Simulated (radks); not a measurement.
All-electron atom: Pt in [Xe] 4f14 5d9.5 6s0.5 (fractional occupations, a model configuration).

Calculated with a radial shooting solver on a logarithmic mesh with Libxc functionals: Dirac Kohn-Sham, LDA (Slater exchange, Perdew-Wang correlation), spin-unpolarised, spherical densities, point nucleus; open shells are shared between the two j in proportion to 2j + 1.

Energy parts (eV):
total: -501680.96
kinetic: 574050.48
electron-nucleus: -1261976.83
Hartree: 195683.80
exchange-correlation: -9438.41

Orbitals (lengths in bohr, moments of r in powers of bohr; r(90%) holds 90 % of the orbital's charge):
[
 {"orbital": "1s1/2", "occ.": "2", "eigenvalue (eV)": "-78250.05", "r(90%)": "0.0313"},
 {"orbital": "2s1/2", "occ.": "2", "eigenvalue (eV)": "-13736.10", "r(90%)": "0.112"},
 {"orbital": "2p1/2", "occ.": "2", "eigenvalue (eV)": "-13167.79", "r(90%)": "0.0985"},
 {"orbital": "2p3/2", "occ.": "4", "eigenvalue (eV)": "-11440.41", "r(90%)": "0.110"},
 {"orbital": "3s1/2", "occ.": "2", "eigenvalue (eV)": "-3224.874", "r(90%)": "0.275"},
 {"orbital": "3p1/2", "occ.": "2", "eigenvalue (eV)": "-2969.516", "r(90%)": "0.266"},
 {"orbital": "3p3/2", "occ.": "4", "eigenvalue (eV)": "-2589.886", "r(90%)": "0.288"},
 {"orbital": "3d3/2", "occ.": "4", "eigenvalue (eV)": "-2163.722", "r(90%)": "0.261"},
 {"orbital": "3d5/2", "occ.": "6", "eigenvalue (eV)": "-2081.844", "r(90%)": "0.267"},
 {"orbital": "4s1/2", "occ.": "2", "eigenvalue (eV)": "-691.2956", "r(90%)": "0.596"},
 {"orbital": "4p1/2", "occ.": "2", "eigenvalue (eV)": "-583.0387", "r(90%)": "0.608"},
 {"orbital": "4p3/2", "occ.": "4", "eigenvalue (eV)": "-492.3758", "r(90%)": "0.657"},
 {"orbital": "4d3/2", "occ.": "4", "eigenvalue (eV)": "-314.8570", "r(90%)": "0.691"},
 {"orbital": "4d5/2", "occ.": "6", "eigenvalue (eV)": "-297.9988", "r(90%)": "0.707"},
 {"orbital": "5s1/2", "occ.": "2", "eigenvalue (eV)": "-100.7321", "r(90%)": "1.36"},
 {"orbital": "4f5/2", "occ.": "6", "eigenvalue (eV)": "-70.9695", "r(90%)": "0.828"},
 {"orbital": "4f7/2", "occ.": "8", "eigenvalue (eV)": "-67.5119", "r(90%)": "0.840"},
 {"orbital": "5p1/2", "occ.": "2", "eigenvalue (eV)": "-66.1067", "r(90%)": "1.50"},
 {"orbital": "5p3/2", "occ.": "4", "eigenvalue (eV)": "-51.0468", "r(90%)": "1.66"},
 {"orbital": "5d3/2", "occ.": "3.8", "eigenvalue (eV)": "-6.3416", "r(90%)": "2.69"},
 {"orbital": "6s1/2", "occ.": "0.5", "eigenvalue (eV)": "-5.5946", "r(90%)": "4.45"},
 {"orbital": "5d5/2", "occ.": "5.7", "eigenvalue (eV)": "-5.0448", "r(90%)": "2.88"}
]

The highest occupied level is 5d5/2 at -5.045 eV. Summed over all electrons, <r^2> = 60.16 bohr^2, which gives a Langevin (diamagnetic) susceptibility term of -47.6 x 10^-6 cm^3/mol.
